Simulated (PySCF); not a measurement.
Compound: C6H9FO.
SMILES: `C/C=C(\CC)C(=O)F`

The closed-shell SCF was solved with PySCF and density fitting under several settings on one GFN2-xTB geometry (grid level 2 and gas phase unless stated).

```json
{"settings": "PBE0/pcSseg-1", "basis functions": "181", "SCF cycles": "15", "E (Eh)": "-408.6268", "HOMO (eV)": "-7.93", "LUMO (eV)": "-1.61", "dipole (D)": "4.21"}
{"settings": "PBE0/def2-SVPD", "basis functions": "238", "SCF cycles": "15", "E (Eh)": "-408.3914", "HOMO (eV)": "-7.96", "LUMO (eV)": "-1.71", "dipole (D)": "4.27"}
{"settings": "KT3/def2-SVP", "basis functions": "157", "SCF cycles": "17", "E (Eh)": "-414.7882", "HOMO (eV)": "-6.71", "LUMO (eV)": "-2.35", "dipole (D)": "3.86"}
```

Estimate the row for these settings: PBE0/STO-3G, grid level 4.

| settings | basis functions | SCF cycles | E (Eh) | HOMO (eV) | LUMO (eV) | dipole (D) |
| --- | --- | --- | --- | --- | --- | --- |
| PBE0/STO-3G, grid level 4 | 49 | 15 | -403.3818 | -4.89 | 1.65 | 2.50 |

Over all rows, what range does the HOMO–LUMO gap span?

From 4.36 eV (KT3/def2-SVP) to 6.54 eV (PBE0/STO-3G, grid level 4). The functional of the narrowest has no exact exchange, that of the widest 25 % exact exchange.

And the dipole moment?

From 2.50 D (PBE0/STO-3G, grid level 4) to 4.27 D (PBE0/def2-SVPD); the largest is 1.71 times the smallest, and the median is 4.04 D.

Compare two rows with the functional PBE0: PBE0/pcSseg-1 and PBE0/def2-SVPD. Which energy is lower, and by how much?

PBE0/pcSseg-1 (181 functions) lies 0.2354 Eh or 148 kcal/mol below PBE0/def2-SVPD (238 functions). The smaller set gives the lower energy; the two sets aren't nested, so the variational bound doesn't order them by size.

Cycle counts include a coarse-grid stage where the run had one. KT3 was designed for NMR shieldings or shifts; total energies of different functionals aren't comparable.

The values belong to the conformer `[CH3:1]/[CH:2]=[C:3](\[CH2:4][CH3:5])[C:6](=[O:7])[F:8]`: C2–C3–C4–C5 86°, C2–C3–C6–O7 179°.
